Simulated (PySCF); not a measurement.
PySCF input file for Hf(F)(SH)3 (FH3HfS3), SMILES [SH][Hf]([SH])([SH])[F], multiplicity 1, PBE-D3(BJ)/def2-SVP. Geometry: PBE-D3(BJ)/def2-SVP. The multiplicity is an assumed one; no other spin state was optimised. The structure was generated by enumeration; whether it is a known compound was not checked. The def2 effective core potentials stand for the cores of Hf; spin–orbit coupling is left out. The values are those of a single conformer.

```python
import numpy as np
from pyscf import gto, scf, dft, df
from pyscf.hessian import thermo

mol = gto.M(
    atom='''
    Hf    0.14408828   -0.16203742   -0.00375531
    F     1.33646951   -1.65751816    0.08608714
    S     0.98850732    1.79214289    1.18286421
    H     1.38472371    1.01438507    2.23687845
    S    -0.24982873    0.54445013   -2.30787531
    H    -1.52150337    0.89918966   -1.95243931
    S    -2.00519988   -0.67371068    1.04362350
    H    -2.00146149   -1.93533455    0.51336044
    ''',
    basis='def2-SVP',
    ecp={'Hf': 'def2-svp'},
    charge=0,
    spin=0,
    max_memory=1600,
    verbose=3,
)
mf = dft.RKS(mol, xc='pbe').density_fit(auxbasis='def2-universal-jkfit')
mf.disp = 'd3bj'
mf.grids.level = 3
mf.conv_tol = 1e-11
mf.max_cycle = 100
mf.kernel()

# [left out here: the lines that compute and print the analytic Hessian (its translational invariance restored by hand, since the grid's response is missing), thermochemistry and intensities]
```

Log of the run:

```
converged SCF energy = -1343.44063386742

WARN: DFTD3 does not support analytical Hessian, using finite difference


WARN: Mole.unit (angstrom) is changed to Bohr

Mode                                 0                   1                   2
Irrep
Freq [cm^-1]                       76.8482             80.4291             90.7737
Reduced mass [au]                  11.0627             10.1508              9.4806
Force const [Dyne/A]                0.0385              0.0387              0.0460
Char temp [K]                     110.5675            115.7195            130.6032
Normal mode                   x     y     z       x     y     z       x     y     z
       0  Hf                -0.01 -0.02  0.01    0.01 -0.02 -0.02   -0.02  0.01 -0.01
       1   F                 0.01 -0.01  0.02    0.00 -0.03 -0.01   -0.03  0.01 -0.01
       2   S                -0.01  0.04 -0.10   -0.10 -0.00  0.04    0.01 -0.02  0.02
       3   H                -0.09  0.14  0.01   -0.16  0.01  0.07   -0.12 -0.04  0.05
       4   S                 0.05  0.10  0.04   -0.00  0.02 -0.01    0.09 -0.01 -0.04
       5   H                 0.02  0.04  0.02    0.04  0.14  0.04    0.08  0.06 -0.15
       6   S                -0.01 -0.01  0.01    0.03  0.09  0.06    0.04 -0.05  0.09
       7   H                 0.07 -0.07  0.16   -0.09  0.08  0.07    0.07 -0.06  0.13
Mode                                 3                   4                   5
Irrep
Freq [cm^-1]                      115.8800            121.6763            175.2036
Reduced mass [au]                   7.3992              9.0855              1.1544
Force const [Dyne/A]                0.0585              0.0793              0.0209
Char temp [K]                     166.7256            175.0651            252.0790
Normal mode                   x     y     z       x     y     z       x     y     z
       0  Hf                -0.00 -0.00 -0.02   -0.02 -0.01  0.00    0.00  0.00  0.00
       1   F                 0.02  0.02  0.18    0.15  0.11 -0.04    0.01  0.00 -0.06
       2   S                 0.02 -0.04  0.02    0.01 -0.03 -0.00    0.01 -0.00  0.02
       3   H                 0.03 -0.10 -0.03    0.14 -0.08 -0.08   -0.35  0.03  0.18
       4   S                -0.03  0.04 -0.01    0.03 -0.00  0.00   -0.00 -0.01  0.01
       5   H                -0.11 -0.22 -0.01   -0.00 -0.06 -0.04   -0.17 -0.48 -0.13
       6   S                 0.02 -0.00  0.01   -0.03  0.05  0.02   -0.02  0.03 -0.02
       7   H                 0.08 -0.05  0.11   -0.16  0.07 -0.04    0.28 -0.21  0.55
Mode                                 6                   7                   8
Irrep
Freq [cm^-1]                      185.4353            251.5977            333.8452
Reduced mass [au]                   1.2027              1.0550              3.6634
Force const [Dyne/A]                0.0244              0.0393              0.2406
Char temp [K]                     266.8001            361.9931            480.3289
Normal mode                   x     y     z       x     y     z       x     y     z
       0  Hf                 0.00  0.00  0.00   -0.00  0.00 -0.00   -0.01 -0.02  0.02
       1   F                -0.04 -0.03 -0.03   -0.00 -0.00 -0.00    0.02 -0.00 -0.00
       2   S                -0.04  0.01  0.00    0.01 -0.01 -0.02    0.02  0.03  0.01
       3   H                 0.58 -0.03 -0.26   -0.52  0.05  0.23   -0.03  0.12  0.10
       4   S                 0.03  0.02 -0.00    0.00  0.01  0.01   -0.03  0.04 -0.11
       5   H                -0.19 -0.59 -0.17   -0.12 -0.43 -0.00   -0.10  0.10 -0.45
       6   S                 0.01  0.00  0.02    0.01 -0.01  0.02    0.04  0.01 -0.02
       7   H                -0.06  0.05 -0.09   -0.29  0.22 -0.54    0.03  0.04 -0.08
Mode                                 9                  10                  11
Irrep
Freq [cm^-1]                      339.8107            354.1300            446.3035
Reduced mass [au]                   7.1179             11.1271              1.3603
Force const [Dyne/A]                0.4843              0.8222              0.1596
Char temp [K]                     488.9120            509.5143            642.1314
Normal mode                   x     y     z       x     y     z       x     y     z
       0  Hf                -0.02  0.01  0.01   -0.02 -0.02 -0.02    0.01  0.00 -0.01
       1   F                -0.00  0.01 -0.01    0.01  0.01  0.01    0.00 -0.01  0.01
       2   S                -0.03 -0.07 -0.04    0.05  0.09  0.06    0.00  0.00  0.00
       3   H                -0.03 -0.14 -0.09    0.08  0.18  0.11   -0.02 -0.02 -0.01
       4   S                 0.01 -0.01  0.04    0.01 -0.01  0.05   -0.01 -0.02  0.08
       5   H                 0.01  0.05 -0.04    0.02 -0.03  0.11   -0.17  0.22 -0.80
       6   S                 0.11  0.03 -0.05    0.06  0.02 -0.02   -0.02 -0.01  0.01
       7   H                 0.27  0.04 -0.08    0.05  0.02 -0.05   -0.09  0.00 -0.02
Mode                                12                  13                  14
Irrep
Freq [cm^-1]                      496.8216            502.9220            648.8398
Reduced mass [au]                   1.1854              1.1345             16.3894
Force const [Dyne/A]                0.1724              0.1691              4.0653
Char temp [K]                     714.8156            723.5928            933.5361
Normal mode                   x     y     z       x     y     z       x     y     z
       0  Hf                 0.00  0.01  0.00    0.00  0.00 -0.01    0.02 -0.02  0.00
       1   F                -0.02  0.02  0.00    0.01 -0.00  0.00   -0.13  0.17 -0.01
       2   S                -0.01 -0.05 -0.01   -0.01 -0.03  0.00   -0.00  0.00 -0.00
       3   H                 0.24  0.62  0.37    0.16  0.43  0.26   -0.04 -0.06 -0.03
       4   S                -0.00 -0.01  0.01   -0.00 -0.00  0.00   -0.00  0.00  0.00
       5   H                 0.00  0.00  0.01   -0.01 -0.00 -0.02   -0.01 -0.01 -0.04
       6   S                 0.03 -0.01 -0.02   -0.04  0.01  0.03   -0.00  0.00  0.00
       7   H                -0.45 -0.10  0.22    0.69  0.15 -0.33    0.06  0.02 -0.05
Mode                                15                  16                  17
Irrep
Freq [cm^-1]                     2578.7895           2579.3795           2591.9321
Reduced mass [au]                   1.0379              1.0379              1.0378
Force const [Dyne/A]                4.0665              4.0684              4.1076
Char temp [K]                    3710.3039           3711.1528           3729.2133
Normal mode                   x     y     z       x     y     z       x     y     z
       0  Hf                -0.00 -0.00 -0.00    0.00 -0.00  0.00   -0.00  0.00 -0.00
       1   F                 0.00 -0.00  0.00    0.00 -0.00 -0.00    0.00 -0.00 -0.00
       2   S                 0.00 -0.00  0.00    0.01 -0.02  0.02   -0.00  0.00 -0.00
       3   H                -0.03  0.05 -0.07   -0.29  0.54 -0.76    0.00 -0.00  0.00
       4   S                 0.00 -0.00 -0.00   -0.00  0.00  0.00   -0.03  0.01  0.01
       5   H                -0.02  0.00  0.00    0.01 -0.00 -0.00    0.92 -0.26 -0.24
       6   S                -0.00 -0.03 -0.01   -0.00  0.00  0.00   -0.00 -0.00 -0.00
       7   H                 0.01  0.90  0.37   -0.00 -0.08 -0.03    0.00  0.02  0.01
temperature 298.1500 [K]
pressure 101325.00 [Pa]
Rotational constants [GHz] 1.27373 1.24956 0.98503
Symmetry number 1
Zero-point energy (ZPE) 0.02727 [Eh]   71600.196 [J/mol]
                           tot       elec      trans        rot        vib
Entropy [J/mol/K]       430.417      0.000    179.743    124.293    126.380
Cv [J/mol/K]            128.777      0.000     12.472     12.472    103.834
Cp [J/mol/K]            137.092      0.000     20.786     12.472    103.834
Internal energy [J/mol]                      3718.434   3718.434  90850.394
Internal energy [Eh]   -1343.40320  -1343.44063
Enthalpy [J/mol]                             6197.391   3718.434  90850.394
Enthalpy [Eh]          -1343.40225
Gibbs free energy [J/mol]                  -47393.092 -33339.474  53170.063
Gibbs free energy [Eh] -1343.45113
mode   freq/cm-1   IR/(km/mol)
   1       76.85         2.266
   2       80.43         0.170
   3       90.77         2.967
   4      115.88         3.599
   5      121.68         3.598
   6      175.20        28.225
   7      185.44         6.730
   8      251.60        19.635
   9      333.85        28.652
  10      339.81        10.802
  11      354.13        38.133
  12      446.30        39.694
  13      496.82        14.224
  14      502.92        23.582
  15      648.84        74.162
  16     2578.79         0.852
  17     2579.38         1.208
  18     2591.93         4.939
max |gradient| / (hartree/bohr): 0.00012821909223833345
APT charges: [ 1.6116 -0.549  -0.416   0.0697 -0.4409  0.0768 -0.414   0.0619]
```

The run converged.

Cost: about 2.6 core-minutes (a rough figure).
